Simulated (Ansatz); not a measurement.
Si₂H₈O₂F₂, closed shell: at a first-order saddle point.

in.yaml

```yaml
crystal:
  periodic: [false, false, false]
  atoms:
    - {symbol: Si, position_ang: [-1.150280, -0.132068, -0.520446]}
    - {symbol: Si, position_ang: [0.281830, -0.469935, 1.607769]}
    - {symbol: F, position_ang: [-1.884530, -1.444285, -1.092218]}
    - {symbol: F, position_ang: [-2.163304, 0.021030, 0.764270]}
    - {symbol: H, position_ang: [-1.440724, 1.183739, -1.130205]}
    - {symbol: H, position_ang: [1.166909, 0.595617, -1.217403]}
    - {symbol: O, position_ang: [0.234924, -0.406727, -1.598023]}
    - {symbol: H, position_ang: [0.735956, 0.804708, 0.288417]}
    - {symbol: O, position_ang: [1.484765, 1.313796, -0.512810]}
    - {symbol: H, position_ang: [-0.253114, 0.190100, 2.820827]}
    - {symbol: H, position_ang: [-0.299162, -1.838352, 1.468817]}
    - {symbol: H, position_ang: [1.754610, -0.679027, 1.752861]}
    - {symbol: H, position_ang: [0.395775, -1.315601, -1.861575]}
    - {symbol: H, position_ang: [1.136344, 2.177105, -0.770281]}
basis:
  gaussian: {orbitals: def2-TZVPP}
hamiltonian: {xc: pbe}
correlation: {method: rpa}
```

Command:

```bash
ansatz run in.yaml --threads 4 --pin off --events-out ev --progress --plain --max-ram 41984MiB --backend cuda --devices 0, --max-vram 37GiB
```

The run's output (Ansatz 0.2.0):

```
Functional definition: PBE
  name "PBE"
  cite "Perdew, Burke & Ernzerhof, Phys. Rev. Lett. 77, 3865 (1996) doi:10.1103/PhysRevLett.77.3865"
  parent pbe
  parameter kappa = 0.804
  parameter beta = 0.06672455060314922
  exchange = pbe_x(kappa = kappa, mu = beta*pi^2/3)
  correlation = pbe_c(beta = beta)
1924 factors; integrals over basis functions are off by at most 1.0e-3 eV
mean field evaluation 1: about -25391.3312 eV, gradient 8.7e1 eV
mean field evaluation 2: about -25391.3181 eV, gradient 8.7e1 eV
mean field evaluation 4: about -25401.6532 eV, gradient 2.1e1 eV
mean field evaluation 8: about -25402.7421 eV, gradient 6.2e-1 eV
mean field evaluation 16: about -25402.7419 eV, gradient 2.6e-4 eV
mean field -25402.74185554 eV, -933.5335445944 hartree, gradient 5.0e-6 eV, S^2 0.000000; 0 other end points of the search recorded, 0 dependent functions left out
14 core orbitals not correlated: weight in the atoms' cores, before any rotation towards them, 1.000 or more for the frozen orbitals, at most 0.000 for the correlated occupied ones
reference -25340.50804551 eV, -931.2464942592 hartree; 21, 21 occupied and 285, 285 virtual orbitals, 1924 factors
Total energy: -25397.24011928 eV, -933.3313595157 hartree
```

The lines “mean field evaluation” count trial sets of orbitals through the whole run, from several starts and some on an approximate energy, so they need not fall steadily or lie above the final value.

Time: 4.1 s of wall clock on 4 CPU threads of an AMD EPYC 7R13 and a share of one NVIDIA H100; the host was shared. Peak host memory: 1.4 GiB.
